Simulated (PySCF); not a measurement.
SMILES [CH3][Ge]([CH3])([CH3])[SiH2][Si](Cl)(Cl)Cl (C₃H₁₁Cl₃GeSi₂) at its GFN2-xTB optimised geometry (Å):

```
20

Si     2.3734    -0.6909     0.0000
Cl     3.1229     0.1191     1.7086
Cl     3.2048    -2.5349    -0.1790
Cl     3.1233     0.4250    -1.5274
Si     0.0479    -0.6909     0.0000
Ge    -0.8120     1.5215     0.0000
C     -0.1719     2.5176     1.5969
C     -0.2242     2.5176    -1.6165
C     -2.8032     1.5189     0.0308
H     -0.4128    -1.4541     1.1690
H     -0.4175    -1.4587    -1.1638
H     -0.5395     3.5402     1.5856
H      0.9135     2.5510     1.6225
H     -0.5145     2.0483     2.5146
H     -0.6077     3.5345    -1.6016
H     -0.5812     2.0376    -2.5232
H      0.8596     2.5674    -1.6677
H     -3.2048     1.0280    -0.8510
H     -3.1787     0.9964     0.9056
H     -3.1886     2.5349     0.0545
```

Level of theory: PySCF 2.14.0 with CAM-B3LYP/def2-SVP.

Map of the electrostatic potential (hartree/e), clipped to [-0.08, 0.12] on the plane z = 0.6 Å:

```
|111111111111111111111110000|
|111111111111111111111100000|
|111111111122211111111100000|
|111111111222211111111000000|
|111122222223321111111000000|
|111223322233432111111000000|
|111248843457874221110000000|
|111259964899997332110000000|
|111149999999998432110000000|
|111159999999999532211000000|
|111279999999999544332100000|
|111279998999999666788620000|
|111149954899999999999961000|
|111122323589999999999993000|
|111111223499999999999993100|
|111111122499999999999983100|
|111111112369999999999972000|
|111111111249999999999972000|
|111111111124666557999993000|
|111111111111223333699994000|
|111111111111111111399993000|
|111111111111111110138951000|
|111111111111111000001210000|
|111111111111111000000000000|
|111111111111110000000000000|
|111111111111100000000000000|
|111111111111100000000000000|
```
Scale: ten equal steps from -0.014 (start of '0') to 0.120 (end of '9'), in the order '0123456789'; x runs from -5.50 to 5.50, y from -5.50 (bottom) to 5.50 (top).
